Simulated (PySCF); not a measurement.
## Os²⁺: interval between two levels

Os²⁺ [Xe] 4f14 5d6 [5D4, M_J = 4] → Os²⁺ [Xe] 4f14 5d5 6s1 [7S3, M_J = 3], as a difference of total energies. Calculation: PySCF 2.14, in x2c-SVPall-2c with one added diffuse shell each of s, d type (8s9p10d2f, 99 functions); the two-component X2C-1e Hamiltonian. "Screened" scales the spin-orbit matrix elements by Boettger's factors to mimic the two-electron term; Breit and QED terms are absent.

```csv
method,interval between two levels (cm⁻¹)
GHF (spin-free),-4041.9
GHF (screened spin-orbit),-681.45
```

The labels give the starting determinants; with spin-orbit coupling the two ends relaxed to ⟨J²⟩ = 20.06, ⟨L²⟩ = 6.77, ⟨S²⟩ = 5.72 and ⟨J²⟩ = 12.02, ⟨L²⟩ = 0.29, ⟨S²⟩ = 11.67.
